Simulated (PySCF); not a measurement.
PySCF input file for 1,1,2-trichloroprop-1-ene (C3H3Cl3), SMILES CC(Cl)=C(Cl)Cl, PBE0-D3(BJ)/def2-SVP. Geometry: PBE0-D3(BJ)/def2-SVP.

```python
import numpy as np
from pyscf import gto, scf, dft, df
from pyscf.hessian import thermo

mol = gto.M(
    atom='''
    C    -2.04780065   -0.87915773    0.00000000
    C    -0.57287757   -0.67757741    0.00000000
    Cl    0.35678204   -2.13533275    0.00000000
    C     0.06389414    0.50807900   -0.00000000
    Cl   -0.79732691    2.00325598   -0.00000000
    Cl    1.77093112    0.66893817   -0.00000000
    H    -2.57818583    0.08008253    0.00000000
    H    -2.34883797   -1.45739474    0.88742324
    H    -2.34883797   -1.45739474   -0.88742324
    ''',
    basis='def2-SVP',
    charge=0,
    spin=0,
    max_memory=1600,
    verbose=3,
)
mf = dft.RKS(mol, xc='pbe0').density_fit(auxbasis='def2-universal-jkfit')
mf.disp = 'd3bj'
mf.grids.level = 3
mf.conv_tol = 1e-11
mf.max_cycle = 100
mf.kernel()

# [left out here: the lines that compute and print the analytic Hessian (its translational invariance restored by hand, since the grid's response is missing), thermochemistry and intensities]
```

Output:

```
converged SCF energy = -1495.59794353675

WARN: DFTD3 does not support analytical Hessian, using finite difference


WARN: Mole.unit (angstrom) is changed to Bohr

Mode                                 0                   1                   2
Irrep
Freq [cm^-1]                      115.7718            145.3554            195.6220
Reduced mass [au]                   5.1127              1.0723             19.1975
Force const [Dyne/A]                0.0404              0.0133              0.4328
Char temp [K]                     166.5698            209.1341            281.4564
Normal mode                   x     y     z       x     y     z       x     y     z
       0   C                 0.00  0.00  0.15    0.00 -0.00 -0.04   -0.03 -0.06  0.00
       1   C                 0.00  0.00  0.04    0.00  0.00  0.03   -0.04  0.01  0.00
       2  Cl                -0.00 -0.00 -0.07   -0.00 -0.00  0.02    0.07  0.08 -0.00
       3   C                 0.00  0.00  0.02    0.00  0.00  0.02   -0.05  0.01  0.00
       4  Cl                -0.00 -0.00 -0.08   -0.00  0.00  0.00    0.01  0.04 -0.00
       5  Cl                 0.00  0.00  0.07    0.00  0.00 -0.02   -0.04 -0.10  0.00
       6   H                 0.00  0.00  0.30   -0.00 -0.00  0.48   -0.06 -0.07  0.00
       7   H                 0.10 -0.09  0.12    0.03 -0.48 -0.34   -0.01 -0.07  0.00
       8   H                -0.10  0.09  0.12   -0.03  0.48 -0.34   -0.01 -0.07 -0.00
Mode                                 3                   4                   5
Irrep
Freq [cm^-1]                      277.6372            299.1099            347.1571
Reduced mass [au]                   9.8035              5.0355              4.2118
Force const [Dyne/A]                0.4452              0.2654              0.2991
Char temp [K]                     399.4582            430.3526            499.4818
Normal mode                   x     y     z       x     y     z       x     y     z
       0   C                 0.01  0.12  0.00    0.00  0.00 -0.05   -0.06  0.13 -0.00
       1   C                 0.02  0.04 -0.00    0.00  0.00  0.17   -0.03 -0.05  0.00
       2  Cl                 0.01  0.05  0.00   -0.00  0.00 -0.03    0.06 -0.00 -0.00
       3   C                 0.04  0.02 -0.00    0.00  0.00  0.18   -0.03 -0.06  0.00
       4  Cl                -0.09 -0.06  0.00   -0.00 -0.00 -0.03    0.05 -0.05 -0.00
       5  Cl                 0.06 -0.06  0.00    0.00 -0.00 -0.03   -0.06  0.03 -0.00
       6   H                 0.07  0.15  0.00   -0.00  0.00 -0.22    0.11  0.22  0.00
       7   H                -0.03  0.14  0.00   -0.19  0.05 -0.08   -0.17  0.19  0.00
       8   H                -0.03  0.14 -0.00    0.19 -0.05 -0.08   -0.17  0.19 -0.00
Mode                                 6                   7                   8
Irrep
Freq [cm^-1]                      380.5132            530.6115            534.3381
Reduced mass [au]                  10.9303              6.0132              7.6531
Force const [Dyne/A]                0.9324              0.9975              1.2874
Char temp [K]                     547.4738            763.4318            768.7936
Normal mode                   x     y     z       x     y     z       x     y     z
       0   C                 0.06  0.07 -0.00   -0.00 -0.00 -0.00   -0.16 -0.02 -0.00
       1   C                 0.06 -0.01  0.00   -0.00 -0.00 -0.18   -0.09 -0.03  0.00
       2  Cl                 0.04 -0.09 -0.00    0.00 -0.00  0.01    0.04 -0.03 -0.00
       3   C                -0.02  0.03  0.00   -0.00 -0.00  0.21   -0.02 -0.03 -0.00
       4  Cl                -0.05  0.09 -0.00   -0.00  0.00 -0.01   -0.03  0.05  0.00
       5  Cl                -0.03 -0.03 -0.00    0.00  0.00 -0.02    0.09  0.02  0.00
       6   H                 0.15  0.11 -0.00   -0.00 -0.00  0.11   -0.12  0.01  0.00
       7   H                 0.01  0.10  0.00    0.19  0.01  0.07   -0.18 -0.00  0.00
       8   H                 0.01  0.10 -0.00   -0.19 -0.01  0.07   -0.18 -0.00 -0.00
Mode                                 9                  10                  11
Irrep
Freq [cm^-1]                      785.7915            958.8238           1039.8024
Reduced mass [au]                   4.5250              8.3114              1.4416
Force const [Dyne/A]                1.6462              4.5020              0.9184
Char temp [K]                    1130.5791           1379.5340           1496.0442
Normal mode                   x     y     z       x     y     z       x     y     z
       0   C                -0.07  0.03  0.00   -0.05  0.02  0.00   -0.00 -0.00 -0.13
       1   C                -0.03  0.17 -0.00    0.01 -0.00 -0.00    0.00  0.00  0.10
       2  Cl                 0.03 -0.06 -0.00    0.00  0.01  0.00   -0.00 -0.00 -0.00
       3   C                 0.04  0.12  0.00    0.23 -0.12  0.00    0.00  0.00 -0.01
       4  Cl                 0.01 -0.04  0.00   -0.02  0.03 -0.00    0.00 -0.00  0.00
       5  Cl                -0.02 -0.01  0.00   -0.04 -0.00  0.00   -0.00 -0.00 -0.00
       6   H                -0.35 -0.12 -0.00   -0.18 -0.06 -0.00    0.00  0.00  0.29
       7   H                 0.09 -0.08 -0.02    0.05 -0.06 -0.02    0.49  0.16  0.15
       8   H                 0.09 -0.08  0.02    0.05 -0.06  0.02   -0.49 -0.16  0.15
Mode                                12                  13                  14
Irrep
Freq [cm^-1]                     1045.5858           1168.1338           1390.7420
Reduced mass [au]                   1.8437              3.8094              1.3413
Force const [Dyne/A]                1.1876              3.0627              1.5285
Char temp [K]                    1504.3651           1680.6844           2000.9681
Normal mode                   x     y     z       x     y     z       x     y     z
       0   C                -0.05 -0.13  0.00   -0.10  0.04 -0.00    0.14  0.02  0.00
       1   C                 0.06  0.04 -0.00    0.20 -0.10  0.00   -0.04  0.02  0.00
       2  Cl                -0.01 -0.00  0.00   -0.01  0.01 -0.00    0.00 -0.00 -0.00
       3   C                 0.09  0.09  0.00   -0.03  0.06 -0.00    0.00 -0.02 -0.00
       4  Cl                 0.00 -0.01 -0.00    0.00 -0.00  0.00   -0.00  0.00  0.00
       5  Cl                -0.02 -0.00  0.00   -0.00 -0.00  0.00    0.00  0.00 -0.00
       6   H                 0.37  0.12 -0.00   -0.38 -0.12 -0.00   -0.38 -0.27 -0.00
       7   H                -0.39  0.15  0.06   -0.08 -0.08 -0.07   -0.46  0.00 -0.20
       8   H                -0.39  0.15 -0.06   -0.08 -0.08  0.07   -0.46  0.00  0.20
Mode                                15                  16                  17
Irrep
Freq [cm^-1]                     1444.7537           1445.8526           1707.2767
Reduced mass [au]                   1.0524              1.0402              9.6499
Force const [Dyne/A]                1.2943              1.2813             16.5722
Char temp [K]                    2078.6789           2080.2599           2456.3910
Normal mode                   x     y     z       x     y     z       x     y     z
       0   C                 0.01 -0.05 -0.00   -0.00  0.00 -0.05   -0.03 -0.02 -0.00
       1   C                 0.02  0.01 -0.00   -0.00 -0.00 -0.02    0.12  0.18  0.00
       2  Cl                 0.00  0.00  0.00   -0.00 -0.00  0.00    0.00 -0.00 -0.00
       3   C                -0.02 -0.03  0.00    0.00  0.00  0.00   -0.09 -0.16 -0.00
       4  Cl                -0.00  0.00 -0.00    0.00 -0.00 -0.00   -0.00  0.00  0.00
       5  Cl                 0.00  0.00  0.00   -0.00 -0.00  0.00    0.01  0.00  0.00
       6   H                -0.36 -0.24  0.00    0.00  0.00  0.70    0.07  0.04 -0.00
       7   H                 0.08  0.49  0.36   -0.37  0.31  0.04   -0.07 -0.04 -0.03
       8   H                 0.08  0.49 -0.36    0.37 -0.31  0.04   -0.07 -0.04  0.03
Mode                                18                  19                  20
Irrep
Freq [cm^-1]                     3064.4214           3148.0400           3202.2966
Reduced mass [au]                   1.0383              1.1032              1.1030
Force const [Dyne/A]                5.7448              6.4414              6.6644
Char temp [K]                    4409.0201           4529.3287           4607.3919
Normal mode                   x     y     z       x     y     z       x     y     z
       0   C                -0.05 -0.02 -0.00    0.00 -0.00 -0.09   -0.02  0.09 -0.00
       1   C                 0.00 -0.00 -0.00   -0.00 -0.00 -0.00    0.00  0.00  0.00
       2  Cl                 0.00  0.00 -0.00    0.00  0.00  0.00    0.00 -0.00  0.00
       3   C                 0.00  0.00 -0.00    0.00 -0.00 -0.00   -0.00 -0.00 -0.00
       4  Cl                 0.00  0.00  0.00   -0.00 -0.00  0.00    0.00  0.00 -0.00
       5  Cl                -0.00 -0.00 -0.00    0.00  0.00 -0.00   -0.00 -0.00  0.00
       6   H                 0.20 -0.37  0.00   -0.00  0.00 -0.01    0.42 -0.76 -0.00
       7   H                 0.16  0.33 -0.51   -0.18 -0.36  0.54   -0.08 -0.14  0.23
       8   H                 0.16  0.33  0.51    0.18  0.36  0.54   -0.08 -0.14 -0.23
temperature 298.1500 [K]
pressure 101325.00 [Pa]
Rotational constants [GHz] 2.39651 1.46915 0.91604
Symmetry number 1
Zero-point energy (ZPE) 0.05292 [Eh]   138932.119 [J/mol]
                           tot       elec      trans        rot        vib
Entropy [J/mol/K]       354.957      0.000    170.849    121.294     62.814
Cv [J/mol/K]             95.430      0.000     12.472     12.472     70.487
Cp [J/mol/K]            103.745      0.000     20.786     12.472     70.487
Internal energy [J/mol]                      3718.434   3718.434 149746.599
Internal energy [Eh]   -1495.53808  -1495.59794
Enthalpy [J/mol]                             6197.391   3718.434 149746.599
Enthalpy [Eh]          -1495.53713
Gibbs free energy [J/mol]                  -44741.256 -32445.390 131018.665
Gibbs free energy [Eh] -1495.57744
mode   freq/cm-1   IR/(km/mol)
   1      115.77         0.621
   2      145.36         0.758
   3      195.62         0.863
   4      277.64         0.396
   5      299.11         1.530
   6      347.16         0.950
   7      380.51         0.887
   8      530.61         0.030
   9      534.34         7.471
  10      785.79        51.236
  11      958.82       116.953
  12     1039.80         0.767
  13     1045.59        38.821
  14     1168.13        15.227
  15     1390.74         7.729
  16     1444.75         7.187
  17     1445.85        12.207
  18     1707.28         4.927
  19     3064.42         8.895
  20     3148.04         2.104
  21     3202.30         1.014
max |gradient| / (hartree/bohr): 1.846582389768668e-05
APT charges: [-0.0639  0.2659 -0.2868  0.5522 -0.2925 -0.2702  0.0466  0.0243  0.0243]
```

The calculation finished and met its thresholds.

Cost: very roughly 100 core-seconds.
